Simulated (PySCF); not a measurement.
Start geometry of Sn(vinyl)Br3 (`C=[CH][Sn]([Br])([Br])[Br]`) from a GFN2-xTB structure with every atom displaced at random (by about 0.03 Å) (Å):
```
atom  x, y, z in Å
Sn1   -0.124    0.249   -1.266
C2    -0.214    0.299    0.962
C3     0.314   -0.654    1.622
H4    -0.613    1.171    1.368
H5     0.874   -1.503    1.162
H6     0.350   -0.625    2.724
Br7    2.215    0.315   -2.203
Br8   -1.325    2.394   -2.215
Br9   -1.344   -1.714   -2.180
```

Problem. What comes out of this run: PBE0-D3(BJ)/def2-SVP geometry optimisation, gas phase, def2 core potentials past Kr (PySCF)?

Solution. 
```
atom  x, y, z in Å
Sn1   -0.112    0.300   -1.240
C2    -0.215    0.336    0.880
C3     0.295   -0.645    1.625
H4    -0.697    1.213    1.327
H5     0.782   -1.528    1.198
H6     0.245   -0.605    2.719
Br7    2.232    0.275   -2.036
Br8   -1.207    2.271   -2.253
Br9   -1.190   -1.688   -2.245
```

The energy falls by 9.5 kcal/mol over 7 energy and gradient evaluations, the largest force component goes from 0.0795 to 3.1e-04 Eh/bohr, and the atoms move by 0.076 Å rms after alignment. The bond that changes most is Sn1–Br8 (ends: tin bonded to 3 Br and C; bromine bonded to Sn), which shortens by 0.163 Å. Bonds longer at the end by more than 0.005 Å: 2 of 8; shorter: 6. Among the angles that change most is Br7–Sn1–Br9, from 109.8° to 105.9°. Rotational constants go from 511.2, 494.3, 371.9 to 541.5, 520.2, 398.5 MHz. The orientation of the end geometry is arbitrary; only internal coordinates are fixed.

The run used 165 basis functions and 52 SCF cycles in all. The run took 2.3 min of wall time on one thread, Intel Xeon Platinum 8488C (x86_64), no GPU, shared host with 96 logical CPUs at a one-minute load of 30, and the process peaked at 0.89 GiB of memory.

No PBE0-D3(BJ)/def2-SVP frequencies stand behind this structure, so it isn't proved a minimum. One conformer, not necessarily the lowest.
